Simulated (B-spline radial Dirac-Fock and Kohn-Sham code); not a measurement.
# Ru²⁹⁺: eigenvalues, ΔSCF and the reference

System: the Ru²⁹⁺ ion, [Ne] 3s2 3p3.

The density-functional columns are spherical, spin-unpolarised Dirac-Kohn-Sham results without Breit or QED terms: −ε is minus the orbital energy of the initial state and ΔSCF the difference of two total energies. The reference in the last column comes from multi-electron Dirac-Fock with separately optimised hole states, Breit and Lamb-shift corrections added in first order. All numbers are from a radial B-spline solver, in eV; a selection of levels is shown. The Kohn-Sham columns are given as differences from the reference. For the 1s level of heavy atoms much of the gap between ΔSCF and the reference is the Breit and QED part, -63.7 eV here; for other levels the error of the functional can be larger.

| level | LDA −ε − DF | LDA ΔSCF − DF | Dirac-Fock |
| --- | --- | --- | --- |
| 1s | -264.2 | +57.2 | 23638.9 |
| 2s | -112.6 | -35.5 | 4684.3 |
| 2p3/2 | -86.1 | +1.8 | 4302.0 |
| 3s | -33.0 | -0.9 | 1756.0 |
| 3p | -29.8 | +3.3 | 1653.4 |

Values without a named source are computed, but for edge energies of neutral atoms, which are taken from tables.
